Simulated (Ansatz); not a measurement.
`C#[C][SnH2][F]` + HI → `[F][SnH2][I]` + `C#C` at 400 K and 1 bar (ligand exchange at the Sn–C bond).

Computed with Ansatz on PBE0-D4/def2-TZVP structures; ΔE is electronic, products minus reactants. CBS: MP2 limit from def2 TZ/QZ plus the TZ coupled-cluster correction, frozen cores. This one scheme is used for every species. Elements past krypton have def2 core potentials. For I, Sn outer-core shells are correlated without core-valence functions, which leaves a few kJ/mol of doubt a bond.

| species | CCSD(T)/CBS energy (Eh) | H − E (kJ/mol) | S (J/(mol·K)) |
| --- | --- | --- | --- |
| `C#[C][SnH2][F]` | -391.67763 | 117.9 | 357.3 |
| HI | -298.03592 | 25.7 | 215.0 |
| `[F][SnH2][I]` | -612.52381 | 66.1 | 351.3 |
| `C#C` | -77.22717 | 85.5 | 213.8 |

H − E and S are ideal-gas, rigid-rotor, harmonic terms from PBE0-D4/def2-TZVP. 1 Eh = 2625.50 kJ/mol, R = 8.31446 J/(mol·K).

Task: By hand: ΔE, ΔH, ΔS and ΔG.

Result: ΔE = (-612.52381) + (-77.22717) − (-391.67763) − (-298.03592) = -0.03743 Eh = -98.3 kJ/mol. Δ(H − E) = 66.1 + 85.5 − 117.9 − 25.7 = 8.0, so ΔH = -90.3 kJ/mol. ΔS = 351.3 + 213.8 − 357.3 − 215.0 = -7.2 J/(mol·K). ΔG = -90.3 − 400 × (-7.2)/1000 = -87.4 kJ/mol.

Task: By hand: the equilibrium constant, and the temperature at which ΔG would vanish if ΔH and ΔS stayed fixed.

Result: log₁₀ K = −ΔG/(RT ln 10) = 11.4. ΔG = 0 at ΔH/ΔS = 12542 K, far beyond where these terms or the molecules hold.

The number of gas molecules stays the same, so ΔS is small and ΔH decides. A doubt of 5 kJ/mol in ΔE shifts log₁₀ K by 0.7 here. These are equilibria of isolated gas molecules and say nothing of rates. Largest T1 diagnostic: 0.014 (customary marks: 0.02 for closed shells, 0.045 for open ones).
